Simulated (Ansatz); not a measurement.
System: CH3BBr, charge 0, doublet. CH3BBr (SMILES C[B]Br, doublet).
B3LYP-D3(BJ)/def2-TZVP minimum from Ansatz (a first-principles code):
```
C
H 1 1.0906
H 1 1.0943 2 109.62
H 1 1.0986 2 106.92 3 115.63
B 1 1.5442 2 113.12 4 117.32
Br 5 1.9009 1 126.19 2 158.99
```
Charge 0, spin multiplicity 2.

Total energies in hartree (Ansatz). Radicals and triplets start from unrestricted determinants; spin-orbit coupling is neglected. Cores are frozen in correlated methods (noble-gas shells, and filled d and f shells in the p block). No relativity. Where a partner has so few electrons that a lower coupled-cluster level is exact, that level stands in. Spin-orbit terms, left out, reach several kcal/mol for Br and I, and more for heavier atoms.

```csv
species,HF/cc-pVTZ,CCSD(T)/cc-pVTZ,HF/cc-pVQZ,CCSD(T)/cc-pVQZ,CCSD(T)/cc-pVDZ,CCSDT(Q)/cc-pVDZ
"1: CH3BBr (SMILES [B](Br)C, doublet)",-2636.76394,-2637.22781,-2636.77083,-2637.26707,-2637.03502,-2637.03665
2: B (doublet),-24.53207,-24.59810,-24.53297,-24.60084,-24.58941,-24.58977
3: Br (doublet),-2572.44509,-2572.60263,-2572.44802,-2572.62195,-2572.47590,-2572.47619
4: C (triplet),-37.69157,-37.78076,-37.69331,-37.78654,-37.76038,-37.76071
5: H (doublet),-0.49981,-0.49981,-0.49995,-0.49995,-0.49928,-0.49928
```

Question: Work out the atomisation energy (electronic, to ground-state atoms) in kcal/mol: take Hartree-Fock from cc-pVQZ, extrapolate the CCSD(T) correlation energy as X^-3 (X = 3, 4), and add CCSDT(Q) - CCSD(T) in cc-pVDZ. 1 hartree = 627.51 kcal/mol.

Answer: 
Species 1: correlation (64·(-0.49624) - 27·(-0.46387))/37 = -0.51986; step -0.00163; E1 = -2636.77083 + (-0.51986) + (-0.00163) = -2637.29232
Species 2: correlation (64·(-0.06787) - 27·(-0.06603))/37 = -0.06921; step -0.00036; E2 = -24.53297 + (-0.06921) + (-0.00036) = -24.60254
Species 3: correlation (64·(-0.17393) - 27·(-0.15754))/37 = -0.18589; step -0.00029; E3 = -2572.44802 + (-0.18589) + (-0.00029) = -2572.63420
Species 4: correlation (64·(-0.09323) - 27·(-0.08919))/37 = -0.09618; step -0.00033; E4 = -37.69331 + (-0.09618) + (-0.00033) = -37.78982
Species 5: correlation (64·(0.00000) - 27·(0.00000))/37 = 0.00000; step +0.00000; E5 = -0.49995 + (0.00000) + (+0.00000) = -0.49995
-1·E1 +1·E2 +1·E3 +1·E4 +3·E5 = 0.76591 hartree = 480.6 kcal/mol.
